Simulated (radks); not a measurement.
Problem. The aluminium ion Al+, [Ne] 3s2. Calculated with a radial shooting solver on a logarithmic mesh with Libxc functionals: non-relativistic Kohn-Sham, r2SCAN, spin-polarised, spherical densities, point nucleus; meta-GGA in the generalised Kohn-Sham scheme. Every spin shell is full or empty, so the densities are truly spherical. Functionals are evaluated on that one density, not self-consistently. Rank these exchange functionals by their error against the exact value of the orbitals, and give that value: LDA, revPBE, RPBE, OPTX, AM05, SOGGA, G96, EV93, APBE, MS2.

Solution. Exact: -17.8744 hartree. From best to worst, with 100 (|E| - |E exact|)/|E exact| (equal figures are ties): revPBE +0.02, OPTX +0.03, G96 +0.12, RPBE +0.20, MS2 +0.27, APBE +0.75, EV93 +1.73, SOGGA -3.66, AM05 -7.29, LDA -8.45.
